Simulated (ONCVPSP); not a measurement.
**What the settings do to the ONCV potential of silicon**

Base potential:

* Element: silicon
* Generator: ONCVPSP 4.0.1
* Type: optimised norm-conserving Vanderbilt (ONCV)
* Functional: PBE
* Relativity: scalar-relativistic
* Frozen core: [Ne]
* Valence charge: 4
* Reference configuration: 3s2 3p2
* Partial waves: 3s: rc 1.95 bohr, ncon 5, nbas 8, qcut 4.1 1/bohr, 2 projectors, debl 2.1 Ha; 3p: rc 1.75 bohr, ncon 4, nbas 9, qcut 5.3 1/bohr, 3 projectors, debl 1.6 Ha; d scattering state at 0.14 Ha: rc 1.60 bohr, ncon 3, nbas 7, qcut 7.1 1/bohr, 1 projector
* Local potential: polynomial inside 1.40 bohr (lpopt 5, dvloc0 0 Ha)
* Core correction: Teter function, fcfact 4.5, rcfact 1.45

Cutoffs, loose and tight: the cutoffs (Ha) at which the residual kinetic energy of the hardest occupied pseudo-wave falls to 1 and 0.1 mHa per electron. They do not see the model core or the augmentation charge, which bear on the density cutoff. Test errors are all-electron minus pseudo excitation energies from the reference, over the configurations 3s2 3p1; 3s2 3p0; 3s1 3p0; 3s1 3p3. A dash means not determined; rows that change the core or the reference have their own tests.

For the base: The cutoffs count occupied waves only; projector 3 of the p channel, the hardest unoccupied one, needs 88 Ha at the loose tolerance.

A true bound ghost makes a file unfit for plane-wave use even where its test errors are small: the radial tests pick states by their node count and pass the ghost by.

| change | outcome | cutoff, loose | cutoff, tight | bound ghosts | GHOST(+) flags above zero | largest test error (meV) |
| --- | --- | --- | --- | --- | --- | --- |
| base | generated | 7.7 Ha | 18 Ha | p | s | +8.2 |
| core correction Teter function, fcfact 4.5, rcfact 0.94 | generated | 7.7 Ha | 18 Ha | p | s | +78 |
| core correction Teter function, fcfact 4.5, rcfact 1.2 | generated | 7.7 Ha | 18 Ha | p | s | +81 |
| core correction Teter function, fcfact 4.5, rcfact 1.36 | generated | 7.7 Ha | 18 Ha | p | s | +47 |
| core correction Teter function, fcfact 4.5, rcfact 1.5 | generated | 7.7 Ha | 18 Ha | p | s | -39 |
| core correction Teter function, fcfact 4.5, rcfact 1.62 | generated | 7.7 Ha | 18 Ha | p | s | -159 |
| core correction Teter function, fcfact 4.5, rcfact 1.82 | generated | 7.7 Ha | 18 Ha | p | s | -438 |

(1) What comes out with this change to the base: core correction Teter function, fcfact 4.5, rcfact 2.04?

Results:

(1) outcome: generated; cutoff, loose: 7.7 Ha; cutoff, tight: 18 Ha; bound ghosts: p; GHOST(+) flags above zero: s; largest test error (meV): -808.

Reading the sweep of the rcfact (base included, trends over the rows without a ghost): Bound ghosts are found at 0.94, 1.2, 1.36, 1.45, 1.5, 1.62, 1.82, 2.04. Every judged row has one, so this setting neither creates nor removes them.
